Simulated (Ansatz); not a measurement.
Consider the formal exchange of groups at a B–O bond: `BOC=N` + `B1CN1` → `BB1CN1` + `N=CO`.

Computed with Ansatz on PBE0-D4/def2-TZVP structures; ΔE is electronic, products minus reactants. CCSD(T)/CBS is the MP2 limit (def2-TZVPP, def2-QZVPP) plus CCSD(T) − MP2 in def2-TZVPP, frozen cores. This one scheme is used for every species. One conformer a species, not always the lowest.

```tsv
species	MP2/def2-QZVPP energy (Eh)
`BOC=N`	-195.04000
`B1CN1`	-119.85077
`BB1CN1`	-145.20087
`N=CO`	-169.64556
```

Question: Work out ΔE.

Answer: ΔE = (-145.20087) + (-169.64556) − (-195.04000) − (-119.85077) = 0.04434 Eh = +1.21 eV. CCSD(T)/CBS gives +1.17 eV.

Largest T1 diagnostic among the species: 0.015.

Leaving LDA and LC-ωPBE aside and taking each functional with its dispersion term where it has one, the values, not all of them listed here, spread over 0.23 eV, from revPBE-D4 to BHLYP-D4. LDA lies +0.06 eV from PBE without D4. From BLYP to BHLYP (50 % exact exchange), in def2-TZVPP and without D4, ΔE moves by +0.12 eV. At CCSD(T), def2-SVP lies +0.16 eV from the extrapolated value and def2-TZVPP +0.01 eV.
